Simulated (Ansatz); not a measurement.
H4OSiSn, singlet, geometry from GFN2-xTB (such geometries of metal compounds can be far from the true shape) (core potentials on Sn); B3LYP/def2-TZVPPD in Ansatz (a program for electronic structure).

The Ansatz input:
Ansatz 0.2 input:
```yaml
crystal:
  periodic: [false, false, false]
  atoms:
    - {symbol: Sn, position_ang: [0.11769605, -0.31450079, 0.55647746]}
    - {symbol: O, position_ang: [1.08183855, -1.32246607, -0.90746841]}
    - {symbol: H, position_ang: [1.12043957, -1.13480387, -1.84166602]}
    - {symbol: Si, position_ang: [-0.88165662, 1.53749058, -1.02581455]}
    - {symbol: H, position_ang: [-1.72843158, 2.61278015, -0.46977867]}
    - {symbol: H, position_ang: [-1.73191835, 1.00013511, -2.11512521]}
    - {symbol: H, position_ang: [0.14359242, 2.30178858, -1.77615220]}
basis:
  gaussian:
    orbitals: def2-TZVPPD.json
hamiltonian:
  xc: b3lyp
```
The basis file holds def2-TZVPPD in the JSON format of the Basis Set Exchange.

It wrote (shortened):

```
Functional definition: B3LYP
1199 factors; their error is unknown
mean field evaluation 1: about -15817.1917 eV, gradient 6.7e1 eV
mean field evaluation 2: about -15727.0008 eV, gradient 1.8e2 eV
mean field evaluation 4: about -15825.1528 eV, gradient 1.2e1 eV
mean field evaluation 8: about -15825.4904 eV, gradient 2.3e-1 eV
mean field evaluation 16: about -15825.5636 eV, gradient 1.6e-4 eV
mean field -15825.56355436 eV, -581.5787336703 hartree, gradient 2.4e-5 eV, S^2 0.000000; 0 other end points of the search recorded, 0 dependent functions left out
reference -15825.56383562 eV, -581.5787440065 hartree; 24, 24 occupied and 188, 188 virtual orbitals, 1199 factors
Total energy: -15825.56383562 eV, -581.5787440065 hartree
```
